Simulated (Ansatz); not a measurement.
3,3,3-trifluoroprop-1-yne (C₃HF₃), SMILES C#CC(F)(F)F.

The structure is a stationary point at B3LYP-D3(BJ)/def2-SVP.

Two levels are set side by side: PBE/def2-SVPD (Ansatz, a first-principles code) and PBE0/def2-SVPD (Ansatz). Energy differences of separate SCF runs at the same geometry; the states with an electron removed or added have multiplicity 2 and 2. Differences are taken from unrounded values.

| quantity | PBE0 |
|---|---|
| vertical ionisation energy (eV) | 11.98 |
| vertical singlet–triplet gap (eV) | 5.37 |

Q: What does PBE give, and how far is it from PBE0? (The exact figures need the calculation; the answer reports its results.)

A: 
```tsv
quantity	PBE	PBE minus PBE0
vertical ionisation energy (eV)	11.80	-0.18
vertical singlet–triplet gap (eV)	5.48	0.11
```
